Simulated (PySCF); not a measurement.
An unknown gives this computed stick spectrum. Method used: TDDFT CAM-B3LYP/def2-SVPD, vertical, gas phase, core orbitals frozen in the response in PySCF 2.14.0, density-fitted response routines. Geometries: PBE0-D3(BJ)/def2-SVP, one conformer each.

```
state  λ (nm)       f
   S1   235.2   0.013
   S2   232.0  0.0015
   S3   218.1   0.015
   S4   206.4  0.0011
   S5   202.2   0.104
   S6   197.9   0.041
   S7   187.4  0.0041
   S8   179.8   0.556
   S9   178.9   0.575
  S10   177.9  0.0024
```

Orbital energies (eV): HOMO-3 -10.19, HOMO-2 -8.64, HOMO-1 -8.42, HOMO -7.66, LUMO 0.51, LUMO+1 0.73, LUMO+2 1.30.

Question: Which structure fits? All have the formula C8H10S.
A. `C/C=C1C=CC\1=C\SC`
B. `CCc1ccccc1S`
C. `CSCc1ccccc1`

Answer: C. Its S1, at 5.27 eV, is the highest among the candidates; the nearest of the others has S1 at 5.00 eV. S1 is HOMO→LUMO (60%), HOMO→LUMO+2 (9%), HOMO→LUMO+3 (8%). Löwdin shares by element: HOMO sulfur 65%, carbon 16% or more (atoms not listed hold the other 19%); LUMO carbon 62% or more (atoms not listed hold the other 38%). At the same level the other candidates give, for their lowest levels:
- `CCc1ccccc1S`: 248 nm (f 0.020); 235 nm (f 0.007); 227 nm (f 0.149); 211 nm (f 0.019); 195 nm (f 0.273); HOMO -7.50, LUMO 0.63 eV
- `C/C=C1C=CC\1=C\SC`: 286 nm (f 0.144); 256 nm (f 0.093); 241 nm (f 0.003); 240 nm (f 0.319); 224 nm (f 0.004); HOMO -6.83, LUMO 0.22 eV

Shape of the structure used: `[CH3:1][S:2][CH2:3][c:4]1[cH:5][cH:6][cH:7][cH:8][cH:9]1`: C1–S2–C3–C4 58°, S2–C3–C4–C5 -118°.
